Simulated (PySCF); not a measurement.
Name the molecule from its bond curve

A diatomic of charge 0 contains Mo. Its sextet curve at PBE0 in a triple-zeta basis (scalar-relativistic core potentials, PySCF), in eV from the separated fragments:

| R (Å) | E (eV) |
| --- | --- |
| 1.476 | -1.920 |
| 1.544 | -2.171 |
| 1.613 | -2.316 |
| 1.665 | -2.369 |
| 1.716 | -2.384 |
| 1.768 | -2.369 |
| 1.836 | -2.312 |
| 1.922 | -2.196 |
| 2.025 | -2.015 |
| 2.162 | -1.738 |

The fit gives ωe = 1774 cm⁻¹ and the rotational constant Bₑ = 5.748 cm⁻¹.

**Question.** Which atom is the partner?

**Answer.** The minimum lies at 1.715 Å, so the reduced mass is 16.8576 u Å² cm⁻¹/(Bₑ·Re²) = 0.9971 u. With Mo at 97.91 u the partner weighs about 1.0 u: H. The molecule is MoH.

Spin–orbit coupling is left out. The state is the lowest single determinant that the PBE0 search found; with open d or f shells the true ground state can be another one.
